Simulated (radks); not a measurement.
Fractional charge and spin in the 3s shell of chlorine: the spin-up occupation runs from 0 to 1 and the spin-down occupation from 0 to 1; the fullest corner is Cl, [Ne] 3p(up 2.5, down 2.5) 3s(up 1, down 1). Method: scalar-relativistic Kohn-Sham, SCAN, spin-polarised, spherical densities, finite nucleus; meta-GGA in the generalised Kohn-Sham scheme; Fermi nuclear charge, rms radius of each element as measured or else 0.836 A^(1/3) + 0.57 fm; computed with a radial shooting solver on a logarithmic mesh with Libxc functionals. Energy (eV) above the fullest corner. The planes named below are the two flat planes that join the four corners, with an edge along up + down = one added electron.

\begin{tabular}{lrrr}
down \ up & 0 & 0.5 & 1 \\ \hline
0 & 67.817 & 45.896 & 27.078 \\
0.5 & 45.896 & 27.552 & 12.157 \\
1 & 27.078 & 12.157 & 0.000 \\
\end{tabular}

Corners above the fullest one (they belong to Cl+ and the next ion): (up 1, down 0) 27.078 eV, (up 0, down 1) 27.078 eV, (up 0, down 0) 67.817 eV. With half an added electron in each spin the energy lies 0.474 eV from the planes, and with half an added electron in spin up alone -1.551 eV. The planes are only a guide here: the flat-plane condition holds for ground states with one frontier orbital, while this shell lies below other occupied shells, so the corners above the fullest one are inner-hole states and not the ground states of those ions.
